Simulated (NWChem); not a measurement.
**Basis-set convergence for H4BP**

SMILES: BP
```xyz
6

B      1.2689     0.2823     0.0000
H      1.8342     0.4720     1.0489
H      1.8342     0.4720    -1.0489
P     -0.5594    -0.0368     0.0000
H     -0.8112    -0.9016     1.0942
H     -0.8112    -0.9016    -1.0942
```
Charge 0, spin multiplicity 1.

The numbers come from NWChem runs, not from measurements. Structure: optimised with PBE0/def2-SVP, a minimum by its harmonic frequencies. It is one conformer; others weren't searched.

Quantity: LUMO energy at the level PBE.

The Pople sets run with spherical d functions. The structure started from a generated list of species.

```csv
basis,functions,LUMO energy (eV)
3-21G,30,-2.48
6-31+G*,48,-2.66
cc-pVDZ,52,-2.57
def2-SVPD,76,-2.72
6-311++G**,80,-2.72
cc-pVTZ,120,-2.72
def2-TZVPP,129,-2.74
aug-cc-pVTZ,188,-2.76
cc-pVQZ,234,-2.75
def2-QZVP,247,-2.77
```

Smallest basis within 0.1 eV of def2-QZVP, the largest set run: def2-SVPD, with 76 functions against 247 (also within reach: 6-311++G**, cc-pVTZ, def2-TZVPP, aug-cc-pVTZ, cc-pVQZ). def2-QZVP isn't the basis-set limit itself, and a small set can land close by cancellation.
